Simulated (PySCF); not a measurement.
**Core binding energy against partial charge**

C7H14P (charge +1).
SMILES with atom numbers: `[CH2:1]=[CH:2][P@@H+:3]([CH3:4])[CH:5]1[CH2:6][CH2:7][CH2:8]1`

Cartesian coordinates in Å at the PBE0-D3(BJ)/def2-SVP level; atoms count from 1:
```xyz
22
C7H14P angstrom
C     -2.3266   -2.1040   -0.6297
C     -1.8676   -1.2732    0.3113
P     -0.9828    0.2234   -0.0803
C     -1.7892    1.6717    0.6190
C      0.7449    0.1392    0.4251
C      1.6456   -0.9174   -0.2563
C      2.7581    0.1480   -0.3078
C      1.7021    1.2479   -0.0809
H     -2.8496   -3.0241   -0.3524
H     -2.2089   -1.9099   -1.7008
H     -1.9975   -1.4899    1.3783
H     -1.0046    0.3431   -1.4874
H     -2.8188    1.7461    0.2412
H     -1.2259    2.5745    0.3401
H     -1.8071    1.5812    1.7153
H      0.7565    0.0503    1.5246
H      1.2849   -1.1883   -1.2615
H      1.8304   -1.8427    0.3057
H      3.4426    0.0622    0.5479
H      3.3551    0.2078   -1.2272
H      1.9346    2.0581    0.6234
H      1.3623    1.6950   -1.0292
```

Binding energies: delta-SCF UKS SCAN, pcX-2 on the ionised atom, pcseg-1 elsewhere, spin-free X2C in PySCF 2.14.0. Charges: PBE0/pcSseg-1 ground-state density, for the ionised atom.

| atom | environment | C 1s (eV) | Mulliken (e) | IAO (e) | Hirshfeld (e) | ESP (e) |
| --- | --- | --- | --- | --- | --- | --- |
| C7 | four-membered-ring carbon | 294.24 | -0.210 | -0.248 | -0.048 | -0.106 |
| C6 | four-membered-ring carbon | 294.60 | -0.148 | -0.252 | -0.054 | -0.085 |
| C8 | four-membered-ring carbon | 294.63 | -0.168 | -0.255 | -0.052 | -0.071 |
| C5 | sp3 carbon bound to phosphorus | 295.18 | -0.520 | -0.335 | -0.053 | -0.218 |
| C1 | terminal =CH2 carbon | 295.19 | -0.080 | -0.207 | -0.010 | -0.230 |
| C2 | alkene CH carbon | 295.33 | -0.406 | -0.399 | -0.077 | -0.334 |
| C4 | sp3 carbon bound to phosphorus | 295.56 | -0.451 | -0.638 | -0.119 | -0.599 |

How well does each charge scheme correlate with the binding energies over these sites?

Hirshfeld: r = -0.45, slope -6.4 eV per e; Mulliken: r = -0.59, slope -1.7 eV per e; IAO: r = -0.70, slope -2.2 eV per e; ESP: r = -0.85, slope -2.2 eV per e. On 7 points no scheme stands out.

The point-charge model writes a binding energy as kq + V + constant, with V the potential of the other atoms' charges at the site. What does it give with the ESP charges?

V = Σ 14.40 eV Å × q/r over all other atoms: +5.07 eV at C7, +4.95 eV at C6, +4.90 eV at C8, +7.88 eV at C5, +7.23 eV at C1, +8.79 eV at C2, +14.10 eV at C4. Fitting binding energy − V to q gives k = 15.3 eV per e and leaves an rms residual of 0.38 eV, against 0.23 eV for the fit on q alone. The model has no term for differences in relaxation between sites.

The species carries charge +1, so core ionisation leaves charge +2. Geometry: PBE0-D3(BJ)/def2-SVP, one conformer, isolated ion.
